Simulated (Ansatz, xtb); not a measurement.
Two structures of CH4Sb+

Structure a is `[CH2]=[SbH2+]`, a singlet and structure b is a singlet given by its coordinates. Both are isolated ions in the gas phase, relaxed with PBE0-D4/def2-TZVP.

a (Å):

```yaml
atoms:
  - { symbol: C, position_ang: [0.7551, -0.1938, -2.7674] }
  - { symbol: Sb, position_ang: [0.1340, -1.8747, -1.9837] }
  - { symbol: H, position_ang: [1.0798, -0.1697, -3.8041] }
  - { symbol: H, position_ang: [0.4760, 0.7507, -2.3084] }
  - { symbol: H, position_ang: [0.9404, -3.2210, -2.5547] }
  - { symbol: H, position_ang: [0.0370, -1.8438, -0.3168] }
```

b (Å):

```xyz
6

C     1.1059    0.3438    0.1833
Sb   -0.8270   -0.4226   -0.1063
H     1.3565    0.9742   -0.6794
H     1.0829    1.0088    1.0561
H    -1.5197    1.1351   -0.2459
H     1.8363   -0.4511    0.3143
```

Close contacts (Å): C1–Sb2 2.10, C1–H3 1.10, C1–H4 1.10, C1–H6 1.09, Sb2–H5 1.71.

Quicker runs give these differences E(b) − E(a): GFN2-xTB −252.1 kJ/mol; HF/STO-3G −167.5 kJ/mol (at GFN2-xTB geometries); r2SCAN-D4/def2-SVP −152.3 kJ/mol (at GFN2-xTB geometries).

Question: Estimate E(b) − E(a) at the level CCSD(T)/def2-TZVPP.

Answer: Calculated at CCSD(T)/def2-TZVPP: E(b) − E(a) = −132.8 kJ/mol, so structure b lies lower.

Level by level:

```tsv
level	geometry	E(b) − E(a) (kJ/mol)	departure from the last row (kJ/mol)	job, with rough time for the two
GFN2-xTB	GFN2-xTB	−252.1	−119.3	optimisation, 0.11 s
HF/STO-3G	GFN2-xTB	−167.5	−34.6	single point, 0.32 s
r2SCAN-D4/def2-SVP	GFN2-xTB	−152.3	−19.5	single point, 1.6 s
PBE0-D4/def2-TZVP	PBE0-D4/def2-TZVP	−157.1	−24.3	optimisation, 17 s
HF/def2-TZVPP	PBE0-D4/def2-TZVP	−181.4	−48.6	part of the CCSD(T) run
MP2/def2-TZVPP	PBE0-D4/def2-TZVP	−150.0	−17.2	part of the CCSD(T) run
CCSD(T)/def2-TZVPP	PBE0-D4/def2-TZVP	−132.8		single point, 31 s
```

The levels shown agree on the order. The largest departure from CCSD(T)/def2-TZVPP is that of GFN2-xTB, 119.3 kJ/mol.

With harmonic frequencies from PBE0-D4/def2-TZVP (ideal gas, rigid rotor, one conformer each, 298.15 K, 1 atm): on the last row, ΔE + ΔZPE = −123.6, ΔH = −123.4, ΔG = −124.8 kJ/mol.

The T1 diagnostic of structure a is large, so the coupled-cluster value is less sure. The correlated steps freeze 5 core orbitals; the filled d shell of Sb is correlated, in a basis made for valence electrons. Atoms past krypton carry core potentials in the def2 sets, other sets are all-electron and non-relativistic, and no spin–orbit term is included. Programs: Ansatz 0.2.0, xtb 6.7.1; the last row on 2 threads of Arm Neoverse V1 on a shared host.
